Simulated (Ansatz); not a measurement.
`FC[SiH2][NH][AlH2]` and `FC[SiH2]CF` differ in one atom or group.

Ansatz, PBE0-D4/def2-TZVP geometries, multiplicity 1. Each molecule was computed in one conformer, which needn't be the lowest.

| property | `FC[SiH2][NH][AlH2]` |
| --- | --- |
| LUMO energy (ωB97M-V/def2-TZVPP) / eV | 1.36 |
| HOMO energy (B3LYP/def2-TZVPP) / eV | -6.88 |
| HOMO energy (PBE/def2-TZVPP) / eV | -5.81 |
| size of the dipole moment (PBE/def2-TZVPP) / D | 2.59 |
| HOMO–LUMO gap (PBE/def2-TZVPP) / eV | 4.33 |
| size of the dipole moment (B3LYP/def2-TZVPP) / D | 2.77 |

Task: What does the change do to each property? (An estimate is asked.)

Result: The calculation gave: 
| property | `FC[SiH2]CF` | shift |
| --- | --- | --- |
| LUMO energy (ωB97M-V/def2-TZVPP) / eV | 2.04 | 0.68 |
| HOMO energy (B3LYP/def2-TZVPP) / eV | -8.36 | -1.48 |
| HOMO energy (PBE/def2-TZVPP) / eV | -7.06 | -1.25 |
| size of the dipole moment (PBE/def2-TZVPP) / D | 1.35 | -1.24 |
| HOMO–LUMO gap (PBE/def2-TZVPP) / eV | 6.75 | 2.42 |
| size of the dipole moment (B3LYP/def2-TZVPP) / D | 1.57 | -1.20 |

With PBE0 the HOMO falls by 1.48 eV and the LUMO rises by 0.98 eV, so the gap widens by about 2.46 eV. PBE moves the HOMO by -1.25 eV and ωB97M-V by -1.53 eV. Dipoles are sizes alone; their direction can turn.

B3LYP here is the variant with VWN-RPA as its local correlation; programs differ in this.
